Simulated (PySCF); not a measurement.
3-chloro-1H-silole (C4H5ClSi), SMILES ClC1=C[SiH2]C=C1. Geometry: B3LYP-D3(BJ)/def2-SVP.

Level of theory: B3LYP-D3(BJ)/def2-SVP (PySCF).

Harmonic wavenumbers (cm⁻¹): 149, 274, 293, 386, 512, 534, 587, 666, 699, 741, 751, 771, 822, 892, 947, 998, 1013, 1099, 1197, 1331, 1570, 1621, 2220, 2224, 3174, 3211, 3229. Rotational constants (GHz): 6.138, 1.436, 1.180; symmetry number 1.

Q: Work out the zero-point energy and the ideal-gas rigid-rotor harmonic-oscillator thermochemistry at 298.15 K and 1 atm.

A: ZPE = ½ Σ hcν = ½ × 31912 cm⁻¹ = 45.62 kcal/mol. H − E(el) = 50.03 kcal/mol. Entropy in cal/(mol K): translation 40.18, rotation 27.83, vibration 10.58, total 78.59. G − E(el) = 26.60 kcal/mol. Cp = 25.18 cal/(mol K). Modes under 150 cm⁻¹ make the vibrational entropy uncertain.
